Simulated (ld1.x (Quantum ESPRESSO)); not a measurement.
# Reading a pseudo-wave (P)

Columns: radius, all-electron u(r) and pseudo u(r) of the 3p shell (level -24.28 eV) of phosphorus in the configuration [Ne] 3s2 3p1; PBE, scalar-relativistic, PAW scheme, ld1.x (Quantum ESPRESSO) 7.5.

| r (bohr) | all-electron | pseudo |
| --- | --- | --- |
| 0.088 | 0.1342 | -0.0054 |
| 0.175 | 0.2895 | -0.0213 |
| 0.262 | 0.3567 | -0.0472 |
| 0.350 | 0.3394 | -0.0827 |
| 0.438 | 0.2631 | -0.1268 |
| 0.525 | 0.1546 | -0.1773 |
| 0.612 | 0.0312 | -0.2335 |
| 0.700 | -0.0961 | -0.2945 |
| 0.788 | -0.2182 | -0.3580 |
| 0.875 | -0.3289 | -0.4214 |
| 0.962 | -0.4273 | -0.4838 |
| 1.050 | -0.5133 | -0.5443 |
| 1.138 | -0.5857 | -0.6003 |
| 1.225 | -0.6444 | -0.6498 |
| 1.312 | -0.6907 | -0.6919 |
| 1.400 | -0.7257 | -0.7257 |
| 1.487 | -0.7494 | -0.7494 |
| 1.575 | -0.7634 | -0.7634 |
| 1.662 | -0.7685 | -0.7685 |
| 1.750 | -0.7660 | -0.7660 |
| 1.838 | -0.7570 | -0.7570 |
| 1.925 | -0.7426 | -0.7426 |
| 2.012 | -0.7238 | -0.7238 |
| 2.100 | -0.7013 | -0.7013 |
| 2.188 | -0.6759 | -0.6759 |
| 2.275 | -0.6488 | -0.6488 |

Problem. How many radial nodes do the two functions have?

Solution. The all-electron 3p function has n − l − 1 = 1; the pseudo-wave has 0, since the states of the same l below it are removed with the core.

Problem. At about which radius was the pseudo-wave matched?

Solution. 1.45 bohr, where the columns begin to agree (steps of 0.09 bohr).

Problem. Is the pseudo-wave norm-conserving?

Solution. No, it belongs to a PAW set: the norm inside the radius is not constrained, and the difference is carried by the augmentation charge.
